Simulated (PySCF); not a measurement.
**Electron affinity of Sb by level of theory**

Sb⁻ [Kr] 4d10 5s2 5p4 (3P) → Sb [Kr] 4d10 5s2 5p3 (4S), as a difference of total energies. All numbers are calculated (PySCF 2.14, the spin-free X2C one-electron Hamiltonian (Gaussian nucleus), in aug-cc-pwCVTZ-DK3 with one added diffuse shell each of s, p, d, f type (11s10p8d5f1g, 125 functions)). Correlated levels: valence: [Kr] 4d10 frozen; valence and next inner shell: [Ar] 3d10 frozen. The calculations carry no spin-orbit coupling.

| method | electron affinity (eV) |
| --- | --- |
| UHF | -0.050 |
| LDA | 1.202 |
| PBE | 0.982 |
| PBE0 | 0.905 |
| r2SCAN | 0.934 |
| revPBE | 0.915 |
| wB97M-V | 0.901 |
| B97-3 | 0.895 |
| MP2 (valence) | 0.623 |
| SCS-MP2 (valence) | 0.680 |
| MP2 (valence and next inner shell) | 0.634 |
| SCS-MP2 (valence and next inner shell) | 0.674 |

A first-order spin-orbit estimate (lowest level to lowest level, LS coupling) adds 0.150 eV.

Errors of the correlated levels include the incompleteness of this basis and the frozen core.

A negative affinity means that the anion lies above the atom at that level of theory.

In the anion the highest occupied orbital energy is positive at LDA, PBE, PBE0, r2SCAN, revPBE, B97-3, a self-interaction effect; the basis confines that electron, and the energy difference can still be sensible.

For comparison: 1.047 eV (measured; photodetachment measurements, as compiled on the Wikipedia data page of electron affinities).
